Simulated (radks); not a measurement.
Task: These are the eigenvalues of the occupied orbitals of an atom or ion with whole-number occupations (hartree). Method: Dirac Kohn-Sham, LDA (Slater exchange, VWN5 correlation), spin-unpolarised, spherical densities, finite nucleus; Fermi nuclear charge, rms radius of each element as measured or else 0.836 A^(1/3) + 0.57 fm; computed with a radial shooting solver on a logarithmic mesh with Libxc functionals.

1s1/2: -1776.191
2s1/2: -293.6738
2p1/2: -278.8576
2p3/2: -255.0790
3s1/2: -66.64725
3p1/2: -60.22973
3p3/2: -55.38710
3d3/2: -44.22776
3d5/2: -43.17385
4s1/2: -15.20082
4p1/2: -12.71343
4p3/2: -11.61864
4d3/2: -7.50255
4d5/2: -7.30261
5s1/2: -3.58988
5p1/2: -2.83798
5p3/2: -2.64884
4f5/2: -2.43021
5f5/2: -0.71732

Which element is it, and in what charge state? The configuration may be excited. Open shells, if any, fill j = l - 1/2 first.

Result: Z = 63, europium, charge +4: Eu4+ in [Xe] 4f4 5f1. The list shows which subshells hold electrons but not how many an open one holds; the 1s level, -1776.2 hartree, gives Z - s = 59.6 by -(Z - s)^2/2, which with screening and relativity narrows Z to a few neighbours, and the depths of the outer levels then fix element, charge and occupations together.
